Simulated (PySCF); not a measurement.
BeGeH₄.

```xyz
6

Be     0.0000     0.0000    -1.9390
H      0.0000     0.0000    -3.2684
Ge     0.0000     0.0000     0.2632
H      1.2317     0.7111     0.8678
H     -1.2317     0.7111     0.8678
H      0.0000    -1.4222     0.8678
```

Geometry optimised at B3LYP-D3(BJ)/def2-TZVP.

Computed with PBE0/pcSseg-2 (PySCF). Non-relativistic, no solvent.

Computed absolute GIAO shielding of each atom: isotropic value and principal components (ppm):
```json
[
 {"atom": "Be1", "σ(iso)": "66.9", "σ11": "23.6", "σ22": "23.6", "σ33": "153.5", "span": "129.9"},
 {"atom": "H2", "σ(iso)": "27.7", "σ11": "25.3", "σ22": "25.3", "σ33": "32.7", "span": "7.4"},
 {"atom": "Ge3", "σ(iso)": "1774.4", "σ11": "1734.5", "σ22": "1794.4", "σ33": "1794.4", "span": "60.0"},
 {"atom": "H4", "σ(iso)": "28.3", "σ11": "22.6", "σ22": "23.0", "σ33": "39.3", "span": "16.7"},
 {"atom": "H5", "σ(iso)": "28.3", "σ11": "22.6", "σ22": "23.0", "σ33": "39.3", "span": "16.7"},
 {"atom": "H6", "σ(iso)": "28.3", "σ11": "22.6", "σ22": "23.0", "σ33": "39.3", "span": "16.7"}
]
```
